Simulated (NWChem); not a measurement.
System meant: SnH$_{3}$ cation; SMILES [SnH3+]

The following NWChem deck was run.

```
start job
memory heap 200 mb stack 900 mb global 1100 mb
charge 1
geometry units angstroms noautoz
  Sn     0.000000     0.000000     0.000000
  H      1.209620     1.209620     0.000000
  H      0.442752    -1.652371     0.000000
  H     -1.652371     0.442752     0.000000
end
basis spherical
  Sn library def2-svp
  H library def2-svp
end
dft
  xc b3lyp
  iterations 150
  mulliken
end
task dft energy
```

End of the output:

```
             Grid Information
             ----------------
          Grid used for XC integration:  medium
          Radial quadrature: Mura-Knowles
          Angular quadrature: Lebedev.
          Tag              B.-S. Rad. Rad. Pts. Rad. Cut. Ang. Pts.
          ---              ---------- --------- --------- ---------
          Sn                  1.45      123           7.0       590
          H                   0.35       45           9.0       434
          Grid pruning is: on
          Number of quadrature shells:   168
          Spatial weights used:  Erf1

          Convergence Information
          -----------------------
          Convergence aids based upon iterative change in
          total energy or number of iterations.
          Levelshifting, if invoked, occurs when the
          HOMO/LUMO gap drops below (HL_TOL):  1.00D-02
          DIIS, if invoked, will attempt to extrapolate
          using up to (NFOCK): 10 stored Fock matrices.

                    Damping( 0%)  Levelshifting(0.5)       DIIS
                  --------------- ------------------- ---------------
          dE  on:    start            ASAP                start
          dE off:    2 iters        150 iters           150 iters

      Screening Tolerance Information
      -------------------------------
          Density screening/tol_rho:  1.00D-10
          AO Gaussian exp screening on grid/accAOfunc:  14
          CD Gaussian exp screening on grid/accCDfunc:  20
          XC Gaussian exp screening on grid/accXCfunc:  20
          Schwarz screening/accCoul:  1.00D-08

      Superposition of Atomic Density Guess
      -------------------------------------

      charge =      50.0 Sn (Tin)

      symmetry species            s     p     d     f
      number of basis functions =10     7     6
      number of cont. functions = 4     4     2
      number of closed shells   = 5     3     2
      number of open shells     = 0     1     0
      open shell occupation     = 0     2     0
 ------------------------------------------------------------------------
 atomscf:atomd: error in atom scf                   0
 ------------------------------------------------------------------------
 ------------------------------------------------------------------------
  current input line :
    19: task dft energy
 ------------------------------------------------------------------------
 ------------------------------------------------------------------------
 This error has not yet been assigned to a category
 ------------------------------------------------------------------------
 For more information see the NWChem manual at https://nwchemgit.github.io

0:atomscf:atomd: error in atom scf:Received an Error in Communication
```

Q: Can this run be used? If not, why, and what is the fix?

A: The program stopped with an error. Cause: the def2 basis of a heavy element holds valence functions alone and wants its effective core potential (without it all electrons must fit into that basis). This input runs:
```
start job
memory heap 200 mb stack 900 mb global 1100 mb
charge 1
geometry units angstroms noautoz
  Sn     0.000000     0.000000     0.000000
  H      1.209620     1.209620     0.000000
  H      0.442752    -1.652371     0.000000
  H     -1.652371     0.442752     0.000000
end
basis spherical
  * library def2-svp
end
ecp
  Sn library def2-ecp
end
dft
  xc b3lyp
  iterations 150
  mulliken
end
task dft energy
```
It converges to -215.82766 Ha (B3LYP/def2-SVP with def2 effective core potentials on Sn).
